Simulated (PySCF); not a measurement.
First SCF of a structure search on octet Fe₃S⁺, at a hand-made T-shaped geometry. PySCF input:

```python
from pyscf import gto, scf, dft
mol = gto.M(atom='''
S      0.000000     0.000000     0.000000
Fe     0.000000     0.000000     2.146200
Fe     2.144900     0.000000     0.074900
Fe    -2.144900     0.000000     0.074900''',
    basis={'S': 'def2-SVP', 'Fe': 'def2-SVP'},
    charge=1, spin=7)
mf = dft.UKS(mol, xc='PBE')
mf.grids.atom_grid = (50, 194)
aux = {'S': 'def2-universal-JKFIT', 'Fe': 'def2-universal-JKFIT'}
mf = mf.density_fit(auxbasis=aux)
mf.conv_tol = 1e-08
mf.diis_space = 10
mf.max_cycle = 60
mf.init_guess = 'minao'
mf.verbose = 4
mf.kernel()
```

Excerpt of the output (cycles alone); where DIIS stalls, ADIIS, DIIS with a small level shift and a second-order solver take over in turn:

```
init E= -4185.60142396546
cycle= 1 E= -4158.07063766285  delta_E= 27.5  |g|=  3.6  |ddm|= 21.3
cycle= 2 E= -4160.63856399639  delta_E= -2.57  |g|= 4.91  |ddm|= 19.7
cycle= 3 E= -4170.18517878653  delta_E= -9.55  |g|=  5.1  |ddm|= 6.96
cycle= 4 E= -4174.26693818986  delta_E= -4.08  |g|= 4.75  |ddm|= 3.07
cycle= 5 E= -4173.42235667659  delta_E= 0.845  |g|=  4.8  |ddm|= 2.41
cycle= 6 E= -4173.42619984672  delta_E= -0.00384  |g|=  4.8  |ddm|= 0.00227
cycle= 7 E= -4173.54865136608  delta_E= -0.122  |g|= 4.79  |ddm|= 1.87
cycle= 8 E= -4173.54095759485  delta_E= 0.00769  |g|= 4.79  |ddm|= 0.0336
cycle= 9 E= -4173.74014210343  delta_E= -0.199  |g|= 4.79  |ddm|= 1.78
cycle= 10 E= -4173.8840828426  delta_E= -0.144  |g|= 4.79  |ddm|= 0.566
cycle= 11 E= -4173.97298744985  delta_E= -0.0889  |g|= 4.78  |ddm|= 0.426
cycle= 12 E= -4103.43832353623  delta_E= 70.5  |g|= 13.2  |ddm|= 21.4
cycle= 13 E= -4159.63703080837  delta_E= -56.2  |g|= 4.72  |ddm|= 20.4
... 38 lines left out ...
cycle= 52 E= -4162.10695439119  delta_E= 6.07  |g|= 5.99  |ddm|= 1.61
cycle= 53 E= -4165.34785290803  delta_E= -3.24  |g|= 5.99  |ddm|= 0.613
cycle= 54 E= -4160.10612440795  delta_E= 5.24  |g|= 5.63  |ddm|= 1.12
cycle= 55 E= -4159.49129995739  delta_E= 0.615  |g|= 5.85  |ddm|= 0.737
cycle= 56 E= -4158.36276817791  delta_E= 1.13  |g|= 5.85  |ddm|= 0.219
cycle= 57 E= -4152.8236060246  delta_E= 5.54  |g|= 5.79  |ddm|= 1.24
cycle= 58 E= -4162.66821264123  delta_E= -9.84  |g|= 4.63  |ddm|= 3.76
cycle= 59 E= -4046.57970395502  delta_E=  116  |g|= 7.06  |ddm|= 10.6
cycle= 60 E= -4165.40448098379  delta_E= -119  |g|= 5.75  |ddm|= 10.1
SCF not converged.
init E= -4185.60142396546
cycle= 1 E= -4158.07063766285  delta_E= 27.5  |g|=  3.6  |ddm|= 21.3
cycle= 2 E= -4160.63856399639  delta_E= -2.57  |g|= 4.91  |ddm|= 19.7
cycle= 3 E= -4164.95120640801  delta_E= -4.31  |g|=  4.6  |ddm|= 7.87
cycle= 4 E= -4163.04840789612  delta_E=  1.9  |g|= 5.84  |ddm|= 7.56
cycle= 5 E= -4178.66061592899  delta_E= -15.6  |g|= 3.68  |ddm|= 6.66
cycle= 6 E= -4185.10176293216  delta_E= -6.44  |g|= 2.53  |ddm|= 3.65
cycle= 7 E= -4182.30110516856  delta_E=  2.8  |g|= 3.14  |ddm|=  3.7
cycle= 8 E= -4181.29553303962  delta_E= 1.01  |g|= 3.89  |ddm|= 3.31
cycle= 9 E= -4185.4394863531  delta_E= -4.14  |g|= 2.13  |ddm|= 2.77
cycle= 10 E= -4182.25335339762  delta_E= 3.19  |g|= 3.03  |ddm|= 3.08
cycle= 11 E= -4187.21938413642  delta_E= -4.97  |g|= 0.771  |ddm|= 2.11
cycle= 12 E= -4178.0995726528  delta_E= 9.12  |g|= 3.92  |ddm|= 2.93
cycle= 13 E= -4183.64928508867  delta_E= -5.55  |g|= 2.92  |ddm|= 2.03
cycle= 14 E= -4186.58838806036  delta_E= -2.94  |g|= 1.39  |ddm|= 1.44
cycle= 15 E= -4185.74130065794  delta_E= 0.847  |g|= 2.08  |ddm|= 1.87
cycle= 16 E= -4177.61297821265  delta_E= 8.13  |g|= 3.95  |ddm|= 2.84
cycle= 17 E= -4184.57712761663  delta_E= -6.96  |g|= 2.64  |ddm|= 1.98
cycle= 18 E= -4183.78533649507  delta_E= 0.792  |g|= 2.53  |ddm|= 3.02
cycle= 19 E= -4186.97088787501  delta_E= -3.19  |g|= 1.06  |ddm|=  2.3
cycle= 20 E= -4187.27718791208  delta_E= -0.306  |g|= 0.679  |ddm|=  1.4
SCF not converged.
init E= -4187.27718791208
cycle= 1 E= -4164.28667711705  delta_E=   23  |g|= 5.59  |ddm|= 4.36
cycle= 2 E= -4012.94208005972  delta_E=  151  |g|= 6.95  |ddm|= 11.7
cycle= 3 E= -4115.3505131981  delta_E= -102  |g|= 6.72  |ddm|= 14.6
cycle= 4 E= -4154.37921288551  delta_E=  -39  |g|= 4.85  |ddm|= 5.95
cycle= 5 E= -4158.96202760879  delta_E= -4.58  |g|= 5.55  |ddm|= 5.08
cycle= 6 E= -4160.99105046191  delta_E= -2.03  |g|= 4.81  |ddm|= 4.18
cycle= 7 E= -4172.74739242009  delta_E= -11.8  |g|= 4.92  |ddm|= 2.26
cycle= 8 E= -4171.91503388021  delta_E= 0.832  |g|= 4.86  |ddm|= 1.03
cycle= 9 E= -4167.92829472637  delta_E= 3.99  |g|= 5.07  |ddm|= 4.38
cycle= 10 E= -4163.20099678573  delta_E= 4.73  |g|= 5.27  |ddm|= 4.36
cycle= 11 E= -4163.80397880576  delta_E= -0.603  |g|= 5.29  |ddm|= 0.329
cycle= 12 E= -4164.35017046297  delta_E= -0.546  |g|= 5.01  |ddm|= 0.783
cycle= 13 E= -4153.16143458399  delta_E= 11.2  |g|= 5.36  |ddm|=  5.3
cycle= 14 E= -4163.80619138078  delta_E= -10.6  |g|= 5.59  |ddm|= 3.22
cycle= 15 E= -4177.92024388324  delta_E= -14.1  |g|= 4.06  |ddm|= 3.52
cycle= 16 E= -4169.89736704815  delta_E= 8.02  |g|= 4.75  |ddm|= 1.98
cycle= 17 E= -4163.33552964796  delta_E= 6.56  |g|= 5.71  |ddm|= 4.17
cycle= 18 E= -4177.22744336635  delta_E= -13.9  |g|= 4.43  |ddm|= 3.63
cycle= 19 E= -4162.47284797799  delta_E= 14.8  |g|= 5.82  |ddm|=  3.9
cycle= 20 E= -4176.84690610643  delta_E= -14.4  |g|= 4.11  |ddm|=  4.2
cycle= 21 E= -4177.33982600262  delta_E= -0.493  |g|= 4.23  |ddm|= 3.73
cycle= 22 E= -4164.30127255848  delta_E=   13  |g|= 5.62  |ddm|= 3.44
cycle= 23 E= -4162.69532825235  delta_E= 1.61  |g|= 5.26  |ddm|= 0.574
cycle= 24 E= -4183.85011773992  delta_E= -21.2  |g|= 2.98  |ddm|= 4.11
cycle= 25 E= -4183.31226200996  delta_E= 0.538  |g|= 3.04  |ddm|= 0.872
cycle= 26 E= -4182.80832633  delta_E= 0.504  |g|=  3.1  |ddm|= 0.531
cycle= 27 E= -4183.71873849924  delta_E= -0.91  |g|= 2.81  |ddm|= 0.393
cycle= 28 E= -4183.90433133098  delta_E= -0.186  |g|= 2.84  |ddm|= 0.402
cycle= 29 E= -4186.72823565756  delta_E= -2.82  |g|= 1.44  |ddm|= 1.73
cycle= 30 E= -4186.73417610213  delta_E= -0.00594  |g|= 1.39  |ddm|= 0.655
SCF not converged.
macro= 0  E= -4187.301031737  delta_E= -0.566856  |g|= 0.490678  3 KF 16 JK
macro= 1  E= -4187.35727770042  delta_E= -0.056246  |g|= 0.513173  3 KF 16 JK
macro= 2  E= -4187.41226040887  delta_E= -0.0549827  |g|= 0.404336  3 KF 16 JK
macro= 3  E= -4187.50531127224  delta_E= -0.0930509  |g|= 0.090739  3 KF 19 JK
macro= 4  E= -4187.51456784175  delta_E= -0.00925657  |g|= 0.0630633  3 KF 20 JK
macro= 5  E= -4187.51894046612  delta_E= -0.00437262  |g|= 0.0397494  3 KF 21 JK
macro= 6  E= -4187.5200602228  delta_E= -0.00111976  |g|= 0.0359376  2 KF 8 JK
macro= 7  E= -4187.52081915077  delta_E= -0.000758928  |g|= 0.0406354  2 KF 8 JK
macro= 8  E= -4187.52135785351  delta_E= -0.000538703  |g|= 0.0373235  2 KF 8 JK
macro= 9  E= -4187.52142668738  delta_E= -6.88339e-05  |g|= 0.0318235  2 KF 9 JK
macro= 10  E= -4187.52139033289  delta_E= 3.63545e-05  |g|= 0.0101314  3 KF 14 JK
macro= 11  E= -4187.52243352858  delta_E= -0.0010432  |g|= 0.0128085  2 KF 8 JK
macro= 12  E= -4187.52258208482  delta_E= -0.000148556  |g|= 0.0335506  2 KF 9 JK
macro= 13  E= -4187.52316095451  delta_E= -0.00057887  |g|= 0.00516812  3 KF 12 JK
macro= 14  E= -4187.52318449367  delta_E= -2.35392e-05  |g|= 0.000270426  3 KF 20 JK
macro= 15  E= -4187.52318449536  delta_E= -1.68984e-09  |g|= 5.68146e-05  1 KF 3 JK
macro X = 16  E=-4187.52318449536  |g|= 5.68146e-05  total 41 KF 224 JK
converged SCF energy = -4187.52318449536  <S^2> = 16.73486  2S+1 = 8.2425384
```

No lower solution of this spin was found by a stability analysis within the unrestricted form.

With open d or f shells other occupations or spin states may lie lower.

The search for the lowest solution, with the stability check, took 4.4 min on 2 threads of a shared Arm Neoverse V1 host, with 111 basis functions; the process peaked at 0.34 GiB. Launch command: `OMP_NUM_THREADS=2 python axn.py task.json out`.
